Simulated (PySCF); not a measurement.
Theory: shielding tensors at PBE0/pcSseg-1 (GIAO), GFN2-xTB geometry, in PySCF 2.14 (single conformer, gas phase, non-relativistic Hamiltonian, rapidly exchanging positions averaged).

References, each an isolated molecule treated in the same way: $^{1}$H (σref 31.72) and $^{13}$C (σref 186.93) against TMS. Shifts are as computed. Against solution values, carbons near 30 ppm lie about +3 ppm off and those near 130 ppm about +5 ppm; carbons on Cl a further +6 ppm (rms about the fit 2.1 ppm; single classes can miss by 10 ppm). Of 1328 compounds with measured shifts, 309 miss one by over three times the rms of a fit or turn the order of signals round; such compounds aren't used in these exercises. Signals without a measured value on file couldn't be tested in this way; 1H shifts scatter by 0.2 ppm about their fit, and single ones miss by 0.5 ppm. Carbons bonded to Cl come out too deshielded.

Q: Order these molecules by the shift of their most deshielded carbon-bound hydrogen, lowest δ first.
A. FC1=C(C(F)(F)F)C/1=C/Cl
B. FC(F)(F)O[C@@]1(F)CCO1
C. C1[SiH2]C[SiH2]C[SiH2]1
D. C=C/P=C(\F)C(C)C

A: C (-0.22 ppm, hydrogen on an sp3 CH2 bonded to 2 Si), B (4.56 ppm, hydrogen on an sp3 CH2 bonded to O), A (5.35 ppm, hydrogen on an alkene CH), D (7.96 ppm, hydrogen on an alkene CH).

Q: Order these molecules by the shift of their most deshielded carbon, lowest δ first.
A. C=C/P=C(\F)C(C)C
B. FC(F)(F)O[C@@]1(F)CCO1
C. C1[SiH2]C[SiH2]C[SiH2]1
D. FC1=C(C(F)(F)F)C/1=C/Cl

A: C (-8.6 ppm, sp3 CH2 bonded to 2 Si), B (128.8 ppm, CF3 carbon), D (159.8 ppm, fully substituted alkene carbon), A (234.0 ppm, carbon double-bonded to a heavier main-group atom).

Q: How many $^{13}$C and $^{1}$H signals does each give (equivalence by symmetry and fast rotation, but not about amide C–N or C=N bonds)? `FC(F)(F)O[C@@]1(F)CCO1`, `C=C/P=C(\F)C(C)C`, `FC1=C(C(F)(F)F)C/1=C/Cl`, `C1[SiH2]C[SiH2]C[SiH2]1`, `FC(F)=C(F)C(F)=C(F)F`

A: FC(F)(F)O[C@@]1(F)CCO1: 4 C, 4 H; C=C/P=C(\F)C(C)C: 5 C, 5 H; FC1=C(C(F)(F)F)C/1=C/Cl: 5 C, 1 H; C1[SiH2]C[SiH2]C[SiH2]1: 1 C, 2 H; FC(F)=C(F)C(F)=C(F)F: 2 C, 0 H.
